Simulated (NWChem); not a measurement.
Program: NWChem. System: C₃H₆Cl, charge 0, spin multiplicity 2, at a geometry optimised with UB3LYP/def2-SVP. The structure started from a generated list of species. Its SCF solution wasn't tested for a lower state. Level: UPBE/def2-TZVP.

Job file:

```
start mol
memory heap 200 mb stack 900 mb global 1100 mb
geometry units angstroms nocenter noautoz
  C     -0.440662    -0.979782     1.312513
  C      0.007611    -0.434373     0.000000
  C     -0.440662    -0.979782    -1.312513
  Cl     0.508099     1.242787     0.000000
  H     -1.445421    -0.603752     1.599992
  H     -0.502681    -2.079444     1.269766
  H      0.250405    -0.698682     2.122842
  H      0.250405    -0.698682    -2.122842
  H     -1.445421    -0.603752    -1.599992
  H     -0.502681    -2.079444    -1.269766
  symmetry group Cs
end
basis spherical
  * library def2-tzvp
end
dft
  xc xpbe96 cpbe96
  odft
  mult 2
  semidirect memsize 60000000 filesize 0
  iterations 100
end
task dft energy
```

NWChem printed:

```
             Northwest Computational Chemistry Package (NWChem) 7.3.0
             --------------------------------------------------------

                                NWChem Input Module
                                -------------------

 Scaling coordinates for geometry "geometry" by  1.889725989
 (inverse scale =  0.529177249)

 Turning off AUTOSYM since
 SYMMETRY directive was detected!

                             Geometry "geometry" -> ""
                             -------------------------

 Output coordinates in angstroms (scale by  1.889725989 to convert to a.u.)

  No.       Tag          Charge          X              Y              Z
 ---- ---------------- ---------- -------------- -------------- --------------
    1 C                    6.0000    -0.44066200    -0.97978200     1.31251300
    2 C                    6.0000     0.00761100    -0.43437300     0.00000000
    3 C                    6.0000    -0.44066200    -0.97978200    -1.31251300
    4 Cl                  17.0000     0.50809900     1.24278700     0.00000000
    5 H                    1.0000    -1.44542100    -0.60375200     1.59999200
    6 H                    1.0000    -0.50268100    -2.07944400     1.26976600
    7 H                    1.0000     0.25040500    -0.69868200     2.12284200
    8 H                    1.0000     0.25040500    -0.69868200    -2.12284200
    9 H                    1.0000    -1.44542100    -0.60375200    -1.59999200
   10 H                    1.0000    -0.50268100    -2.07944400    -1.26976600

 Effective nuclear repulsion energy (a.u.)     155.1032246187

            Nuclear Dipole moment (a.u.)
            ----------------------------
        X                 Y               Z
 ---------------- ---------------- ----------------
     0.0000207870     0.0000018897    -0.0000000000

      Symmetry information
      --------------------

 Group name             Cs
 Group number              2
 Group order               2
 No. of unique centers     6

      Symmetry unique atoms

     1    2    4    5    6    7


 Summary of "ao basis" -> "" (spherical)
 ------------------------------------------------------------------------------
       Tag                 Description            Shells   Functions and Types
 ---------------- ------------------------------  ------  ---------------------
 *                         def2-tzvp                  on all atoms

  pbe96 is a nonlocal functional; adding pw91lda local functional.

                                 NWChem DFT Module
                                 -----------------

 Summary of "ao basis" -> "ao basis" (spherical)
 ------------------------------------------------------------------------------
       Tag                 Description            Shells   Functions and Types
 ---------------- ------------------------------  ------  ---------------------
 C                         def2-tzvp                11       31   5s3p2d1f
 Cl                        def2-tzvp                13       37   5s5p2d1f
 H                         def2-tzvp                 4        6   3s1p

 Summary of "ao basis" -> "ao basis" (spherical)
 ------------------------------------------------------------------------------
       Tag                 Description            Shells   Functions and Types
 ---------------- ------------------------------  ------  ---------------------
 C                         def2-tzvp                11       31   5s3p2d1f
 Cl                        def2-tzvp                13       37   5s5p2d1f
[...]
    67     -0.688328   3 C  s                35      0.680173   2 C  s
   112      0.626903   4 Cl py               98     -0.582629   4 Cl s
   139      0.578300   6 H  s               163      0.578300  10 H  s
    14      0.337015   1 C  pz               76     -0.337015   3 C  pz

 Vector   23  Occ=0.000000D+00  E= 1.835457D-02  Symmetry=a'
              MO Center= -6.0D-01, -1.2D+00, -1.9D-15, r^2= 7.6D+00
   Bfn.  Coefficient  Atom+Function         Bfn.  Coefficient  Atom+Function
  ----- ------------  ---------------      ----- ------------  ---------------
     5      3.133903   1 C  s                67      3.133903   3 C  s
    36     -1.472671   2 C  s               139     -1.214642   6 H  s
   145     -1.215613   7 H  s               151     -1.215613   8 H  s
   163     -1.214642  10 H  s               133     -1.144158   5 H  s
   157     -1.144158   9 H  s                14      0.248903   1 C  pz

   alpha - beta orbital overlaps
   -----------------------------

   alpha      1      2      3      4      5      6      7      8      9     10
    beta      1      2      3      4      5      6      7      8      9     10
 overlap   1.000  1.000  1.000  1.000  1.000  0.999  0.999  1.000  0.998  0.998

   alpha     11     12     13     14     15     16     17     18     19     20
    beta     11     12     13     15     14     16     17     18     19     20
 overlap   1.000  0.997  0.996  0.990  0.998  0.999  0.999  0.999  0.994  1.000

   alpha     21     22     23     24     25     26     27     28     29     30
    beta     21     22     23     24     25     26     27     28     29     30
 overlap   0.988  0.994  0.997  0.998  0.995  0.997  0.978  0.978  0.999  0.994

   alpha     31     32     33     34     35     36     37     38     39     40
    beta     31     32     33     34     35     36     37     38     39     40
 overlap   0.999  0.988  0.999  0.989  0.999  0.972  0.999  0.900  0.905  0.954

   alpha     41     42     43     44     45     46     47     48     49     50
    beta     41     42     43     44     45     46     47     48     49     50
 overlap   1.000  0.992  0.994  0.998  0.993  0.991  0.960  0.979  1.000  0.978

   alpha     51     52     53     54     55     56     57     58     59     60
    beta     51     52     53     54     55     56     57     58     59     61
 overlap   0.997  0.998  0.999  0.998  0.999  0.999  1.000  0.997  0.998  0.997

   alpha     61     62     63     64     65     66     67     68     69     70
    beta     60     62     63     64     65     66     67     68     70     69
 overlap   1.000  0.995  0.995  0.995  0.998  1.000  1.000  0.990  0.992  0.996

   alpha     71     72     73     74     75     76     77     78     79     80
    beta     71     72     73     74     75     76     77     78     79     80
 overlap   0.997  0.998  0.935  0.876  1.000  0.931  0.999  0.877  0.998  0.998

   alpha     81     82     83     84     85     86     87     88     89     90
    beta     81     82     83     84     85     86     87     88     89     90
 overlap   0.982  0.998  1.000  0.999  1.000  0.996  0.997  1.000  0.994  0.999

   alpha     91     92     93     94     95     96     97     98     99    100
    beta     91     92     93     94     95     96     97     98     99    100
 overlap   0.994  0.955  0.997  0.954  0.998  0.998  0.999  0.998  0.999  0.999

   alpha    101    102    103    104    105    106    107    108    109    110
    beta    101    102    103    104    105    106    107    108    109    110
 overlap   0.998  0.999  1.000  1.000  0.998  0.993  0.983  0.996  0.983  0.995

   alpha    111    112    113    114    115    116    117    118    119    120
    beta    111    112    113    114    115    116    117    118    119    120
 overlap   0.994  0.997  0.998  0.961  0.962  1.000  0.997  0.999  0.998  0.995

   alpha    121    122    123    124    125    126    127    128    129    130
    beta    121    122    123    124    125    126    127    128    129    130
 overlap   0.999  0.994  0.996  0.995  0.992  0.997  0.981  0.990  0.998  0.982

   alpha    131    132    133    134    135    136    137    138    139    140
    beta    131    132    133    135    134    136    137    138    139    140
 overlap   0.995  0.939  0.919  0.895  0.998  0.999  0.989  0.996  0.990  0.996

   alpha    141    142    143    144    145    146    147    148    149    150
    beta    141    142    143    144    145    146    147    148    149    150
 overlap   0.999  0.995  0.995  0.994  0.997  0.999  0.999  0.995  0.999  0.995

   alpha    151    152    153    154    155    156    157    158    159    160
    beta    151    152    153    154    155    156    157    158    159    160
 overlap   0.998  1.000  0.998  0.998  1.000  0.999  1.000  0.999  1.000  1.000

   alpha    161    162    163    164    165    166
    beta    161    162    163    164    165    166
 overlap   1.000  1.000  1.000  1.000  1.000  1.000

     --------------------------
     Expectation value of S2:
     --------------------------
      <S2> =      0.7535 (Exact =     0.7500)

 center of mass
 --------------
 x =   0.09473973 y =   0.19420694 z =  -0.00000000

 moments of inertia (a.u.)
 ------------------
         527.705342693572        -126.845246677938          -0.000000000000
        -126.845246677938         275.614736387147           0.000000000000
          -0.000000000000           0.000000000000         383.092459577909

     Multipole analysis of the density
     ---------------------------------

     L   x y z        total         alpha         beta         nuclear
     -   - - -        -----         -----         ----         -------
     0   0 0 0     -0.000000    -21.000000    -20.000000     41.000000

     1   1 0 0     -0.320910     -0.191508     -0.129423      0.000021
     1   0 1 0     -0.563812      0.022939     -0.586752      0.000002
     1   0 0 1      0.000000      0.000000     -0.000000     -0.000000

     2   2 0 0    -24.659571    -34.396957    -31.432011     41.169397
     2   1 1 0      0.265896    -34.502538    -34.446060     69.214494
     2   1 0 1     -0.000000     -0.000000     -0.000000      0.000000
     2   0 2 0    -24.023121   -101.428657    -98.512610    175.918146
     2   0 1 1     -0.000000      0.000000     -0.000000     -0.000000
     2   0 0 2    -23.359516    -80.837587    -78.328652    135.806722

 Task  times  cpu:       11.8s     wall:       11.8s

 Total times  cpu:       11.9s     wall:       11.9s
```
